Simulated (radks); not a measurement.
Values are calculated unless marked as measured or tabulated.
The mercury ion Hg2+ inside a hard spherical wall (all orbitals vanish at R), configuration held at [Xe] 4f14 5d10 and not refilled when levels cross. Level of theory: scalar-relativistic Kohn-Sham, PBE, spin-polarised, spherical densities, finite nucleus; Fermi nuclear charge, rms radius 5.4648 fm (a radial shooting solver on a logarithmic mesh with Libxc functionals). Eigenvalues in eV for spin up, with the zero of energy where the potential of the charges vanishes at infinity; a dash marks a level that is unbound or too diffuse for the functional's potential to be trusted. A positive occupied level is held by the wall or, in an anion where self-interaction has pushed it up, behind a barrier. The pressure on the wall is -dE/dV.

R (bohr)  E (hartree)  kinetic (hartree)    e(5s)    e(4f)    e(5p)    e(5d)  e(6s, empty)  e(6p, empty)  pressure (GPa)
free      -19616.8850          22007.421  -137.31  -115.07  -85.789  -28.783       -23.347       -14.856               0
20        -19616.8850          22007.421  -137.31  -115.07  -85.789  -28.783       -23.347       -14.856        < 0.0001
12        -19616.8850          22007.421  -137.31  -115.07  -85.789  -28.783       -23.347       -14.855        < 0.0001
10        -19616.8850          22007.421  -137.31  -115.07  -85.789  -28.783       -23.347       -14.855        < 0.0001
8         -19616.8850          22007.421  -137.31  -115.07  -85.788  -28.782       -23.346       -14.839        0.000219
7         -19616.8850          22007.421  -137.30  -115.06  -85.787  -28.781       -23.340       -14.778         0.00375
5         -19616.8804          22007.471  -137.14  -114.89  -85.628  -28.635       -22.971       -13.491            1.05
3.5       -19616.7188          22008.601  -134.50  -112.02  -83.147  -26.212       -17.734        -3.937            75.1
3         -19616.3360          22010.786  -130.77  -107.81  -79.673  -22.507        -9.727         8.104             345
1.5       -19581.5249          22153.912  -44.080   -8.787   15.728   98.225        274.76        342.17          125000
